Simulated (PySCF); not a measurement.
Run record: geometry optimisation, `Br[Te](Br)(Br)Br`.

Computed with PBE0-D3(BJ)/def2-SVP geometry optimisation, gas phase, def2 core potentials past Kr (PySCF 2.14.0). Start geometry: GFN2-xTB. A driver script takes a list of jobs; this job's settings line and coordinates (Å) are shown.

Input:
```
{"job": {"xc": "PBE0", "basis": "def2-SVP", "d3": "d3bj", "grid": 1, "maxiter": 30, "shake": 0.03, "kind": "geom"}, "charge": 0, "multiplicity": 1}
Te    -0.310720    -0.600000     0.007660
Br    -0.410730    -0.516420     2.626290
Br    -0.402910    -0.499980    -2.668080
Br     2.208660    -0.354150     0.001070
Br    -1.009460     1.860060    -0.029060
```

Output:
```
step   0  E = -10562.28454037  max force = 0.017486
step   1  E = -10562.28589502  max force = 0.004640
step   2  E = -10562.28633235  max force = 0.001947
step   3  E = -10562.28646971  max force = 0.001184
step   4  E = -10562.28656092  max force = 0.000836
step   5  E = -10562.28659416  max force = 0.001004
step   6  E = -10562.28660826  max force = 0.000826
step   7  E = -10562.28659626  max force = 0.000774
step   8  E = -10562.28659102  max force = 0.000573
step   9  E = -10562.28659112  max force = 0.000427
step  10  E = -10562.28659032  max force = 0.000321
optimisation converged
```

Energies in Eh; «max force» is the largest Cartesian gradient component in Eh/bohr.

At which steps does the energy rise by more than 1e-5 Eh?

At step 7 (+0.01 mEh).

Give the first gradient maximum in eV/Å.

With 1 Eh/bohr = 51.422 eV/Å, 0.899 eV/Å.

Summary of the converged run: final energy -10562.28659 Eh after 10 steps; dipole 0.34 D.

Estimate the wall time. Hardware: an Arm Neoverse V1 with one thread, no GPU, shared host with 32 logical CPUs at a one-minute load of 13. And the peak memory of the process?

About 3.9 min, with 0.87 GiB resident at the peak, the Python interpreter and its libraries included.
Labels such as C1 count atoms from 1, the log's own numbers from 0.
